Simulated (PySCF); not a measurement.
From one molecule to another.

First species: 5-methylspiro(2.4)hepta-4,6-diene, C₈H₁₀.
InChI=1S/C8H10/c1-7-2-3-8(6-7)4-5-8/h2-3,6H,4-5H2,1H3

Second species: C5H8N2.
SMILES: `CCc1ncc[nH]1`

Levels: PBE0/def2-SVPD for dipole moment, HOMO energy, LUMO energy, HOMO–LUMO gap, static isotropic polarisability and electronic spatial extent ⟨r²⟩ about the centre of nuclear charge; TDDFT PBE0/def2-SVPD for lowest singlet excitation; TDA PBE0/def2-SVPD for lowest triplet excitation (Tamm–Dancoff); GFN2-xTB for rotational constant A and rotational constant C. Geometries: GFN2-xTB. Each structure is a single optimised conformer of the isolated species, non-relativistic unless stated. Electronic properties by PySCF.

The conformers computed, where there is a choice (atom-mapped SMILES and torsion angles):
- `[CH3:1][CH2:2][c:3]1[n:4][cH:5][cH:6][nH:7]1`: C1–C2–C3–N4 -90°

(1) Which of the two has the higher HOMO–LUMO gap, and by how much?

(2) Which has the higher LUMO energy?

(3) Which has the higher S1 energy?

(4) Which has the higher T1 energy?

(5) Which has the higher rotational constant A?

(6) Which has the higher HOMO energy?

(7) Which of the two has the higher dipole moment, and by how much?

(8) Which of the two has the higher ⟨r²⟩, and by how much?

## Answers

(1) The second: 6.83 eV against 5.56 eV, a difference of 1.27 eV.

(2) The second: 0.43 eV against -0.46 eV, a difference of 0.89 eV.

(3) The second: 5.75 eV against 4.79 eV, a difference of 0.96 eV.

(4) The second: 4.48 eV against 3.02 eV, a difference of 1.46 eV.

(5) The second: 6.729 GHz against 5.096 GHz, a difference of 1.633 GHz.

(6) The first: -6.02 eV against -6.40 eV, a difference of 0.38 eV.

(7) The second: 3.54 D against 0.72 D, a difference of 2.82 D.

(8) The first: 997 bohr² against 755 bohr², a difference of 242 bohr².

On the first: The principal polarisabilities are 67.0, 84.9 and 120.1 au; their mean is the isotropic value.

On the second: In atomic units the dipole is 1.39 e·bohr (1 au = 2.5417 D). S1 lies 1.08 eV below the HOMO–LUMO gap; its leading configuration is HOMO→LUMO, weight 0.90.
